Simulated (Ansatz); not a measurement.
Ansatz (a quantum-chemistry and plane-wave program) input:

Ansatz 0.2 input:
```yaml
crystal:
  periodic: [false, false, false]
  atoms:
    - {symbol: N, position_ang: [1.31669301, -0.88706795, -0.03771613]}
    - {symbol: Si, position_ang: [0.14407515, 0.41633171, -0.00338902]}
    - {symbol: N, position_ang: [-1.49136570, -0.08019270, 0.04116007]}
    - {symbol: H, position_ang: [2.28599137, -0.55730127, -0.06406863]}
    - {symbol: H, position_ang: [0.40346141, 1.21692581, 1.22046965]}
    - {symbol: H, position_ang: [0.33543646, 1.22045876, -1.23741607]}
    - {symbol: H, position_ang: [-1.93259514, -0.46775793, -0.77809938]}
    - {symbol: H, position_ang: [-1.88663735, -0.47014479, 0.88245311]}
basis:
  gaussian:
    orbitals: def2-TZVPD
hamiltonian:
  xc: {name: revPBE}
magnetization: {spin_polarized: true, initial_magnetization: 1}
output: {forces: true}
```

Question: What final total energy does it print?

Answer: -401.94218 Eh (revPBE/def2-TZVPD). The basis has 162 functions.

It need not be the lowest isomer of its formula.
